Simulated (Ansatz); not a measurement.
Start from `[F][GeH]1[O][SiH2]1` and change one atom or group to get `[O]1[SiH2][GeH2]1`.

Ansatz, PBE0-D4/def2-TZVP geometries, multiplicity 1. 

Scalar relativity is left out up to krypton.

```tsv
property	`[F][GeH]1[O][SiH2]1`
HOMO energy (ωB97M-V/def2-TZVPP) / eV	-9.44
HOMO energy (PBE0/def2-TZVPP) / eV	-7.38
ideal-gas entropy at 298 K and 1 bar (rigid rotor, harmonic PBE0-D4/def2-TZVP) / J/(mol·K)	319
LUMO energy (B3LYP/def2-TZVPP) / eV	-1.87
size of the dipole moment (B3LYP/def2-TZVPP) / D	2.90
HOMO energy (PBE/def2-TZVPP) / eV	-6.25
```

Q: Give the same properties after the change, and the shifts. (Best estimate.)

A: Computed: 
| property | `[O]1[SiH2][GeH2]1` | shift |
| --- | --- | --- |
| HOMO energy (ωB97M-V/def2-TZVPP) / eV | -9.06 | 0.38 |
| HOMO energy (PBE0/def2-TZVPP) / eV | -7.01 | 0.37 |
| ideal-gas entropy at 298 K and 1 bar (rigid rotor, harmonic PBE0-D4/def2-TZVP) / J/(mol·K) | 295 | -24 |
| LUMO energy (B3LYP/def2-TZVPP) / eV | -1.32 | 0.55 |
| size of the dipole moment (B3LYP/def2-TZVPP) / D | 1.73 | -1.17 |
| HOMO energy (PBE/def2-TZVPP) / eV | -5.95 | 0.30 |

With PBE0 the HOMO rises by 0.37 eV and the LUMO rises by 0.53 eV, so the gap widens by about 0.16 eV. PBE moves the HOMO by 0.30 eV and ωB97M-V by 0.38 eV. Dipoles are sizes alone; their direction can turn.

B3LYP here is the variant with VWN-RPA as its local correlation; programs differ in this.
